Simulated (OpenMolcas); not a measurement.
**BGeNH6: a line through the functionals**

BGeNH6: 9 atoms, total charge 0, spin state singlet. SMILES: `B[NH][GeH3]`. Geometry: relaxed at PBE0-D4/def2-TZVP.

The HOMO–LUMO gap y, in eV, basis 6-31G(d); a is the functional's share of exact exchange. Programs: OpenMolcas 26.06.

| functional | program | a | y (eV) |
| --- | --- | --- | --- |
| PBE | OpenMolcas | 0 | 6.44 |
| BLYP | OpenMolcas | 0 | 6.44 |
| B3LYP | OpenMolcas | 0.2 | 8.18 |
| PBE0 | OpenMolcas | 0.25 | ? |
| BHLYP | OpenMolcas | 0.5 | 10.66 |

Q: Fit y = c + s·a to the known rows and predict PBE0.

A: 
1. Means of the 4 rows: a = 0.1750, y = 7.930.
2. Σ(Δa)² = 0.1675, Σ(Δa·Δy) = 1.415, so the slope is 1.415/0.1675 = 8.4478.
3. Intercept: 7.930 − (8.4478) × 0.1750 = 6.452. The largest residual of the fit is 0.038.
4. PBE0: 6.452 + (8.4478) × 0.25 = 8.56 eV.

The run gave 8.70 eV, so the prediction is off by -0.14 eV, more than the largest residual. Exact exchange lowers occupied levels and raises empty ones. The rows mix families of semi-local functionals, which the line can't see.
